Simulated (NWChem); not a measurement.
# AlGeH3Cl2; SMILES [Cl][Al]([Cl])[GeH3]

All runs: NWChem. Pople sets run with spherical d functions. Coordinates come from a PBE0/def2-SVP optimisation. B3LYP is NWChem's, with the RPA form of VWN correlation.

**Question.** Taking B3LYP/6-311G** as the yardstick, which of these has the fewest basis functions while keeping “highest occupied level (eV)” within 0.1 eV of it: B3LYP/6-31G*; B3LYP/STO-3G; B3LYP/3-21G?

**Answer.** B3LYP/3-21G (a larger set in the list lies outside the tolerance).
| level | basis functions | highest occupied level (eV) | relative time (rough) |
|---|---|---|---|
| B3LYP/STO-3G | 48 | -5.52 | 1 |
| B3LYP/3-21G | 67 | -8.29 | 1 |
| B3LYP/6-31G* | 92 | -8.08 | 6 |
| B3LYP/6-311G** | 140 | -8.24 | 7 |

The yardstick is one finite set, not the basis-set limit.
